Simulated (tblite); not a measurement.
**Question.** Write a Z-matrix for `c1cc([O])cc(C(F)F)c1` [radical] as optimised with GFN2-xTB. (Doublet state.)

**Answer.** 
Z-matrix in Å and degrees, rows numbered from 1:
```
O 
C   1  1.2338
C   2  1.4529  1  122.30
C   3  1.3671  2  121.46  1  -179.73
C   4  1.3952  3  120.67  2    -0.03
C   5  1.4040  4  120.14  3    -0.26
C   6  1.5088  5  118.20  4  -179.86
F   7  1.3573  6  110.74  5    56.11
F   7  1.3577  6  110.67  5   -60.88
C   6  1.3671  5  120.80  4     0.26
H   3  1.0795  2  116.94  1     0.25
H   4  1.0801  3  120.26  2   179.94
H   5  1.0793  4  120.64  3   179.79
H   7  1.1002  6  113.40  5   177.61
H  10  1.0799  2  117.13  1    -0.22
```

Of the pairs four or more bonds apart, H14···H15 is among the closest relative to their van der Waals radii: 2.43 Å, 101 % of the sum of Bondi's values. C6 (carbon bonded to 3 C) is planar (angles 121.0°, 120.8° and 118.2°, sum 360.0°, 0.00 Å off the plane of its three neighbours). C3 (carbon bonded to 2 C and H) is planar (angles 121.6°, 121.5° and 116.9°, sum 360.0°, 0.00 Å off the plane of its three neighbours). The C–C distances run from 1.367 Å (C3–C4, aromatic) to 1.509 Å (C6–C7, drawn single), a spread of 0.142 Å.

The geometry is computed with GFN2-xTB (gas phase). This method treats the open shell by occupation alone, without spin polarisation.

Point group: near Cs, missed by 0.10 Å at most; the miss may be what the optimiser left on a soft mode. Its GFN2-xTB frequencies are all real (lowest 23 cm⁻¹). Torsions: C5–C6–C7–F8 56°.

One conformer stands for the species.
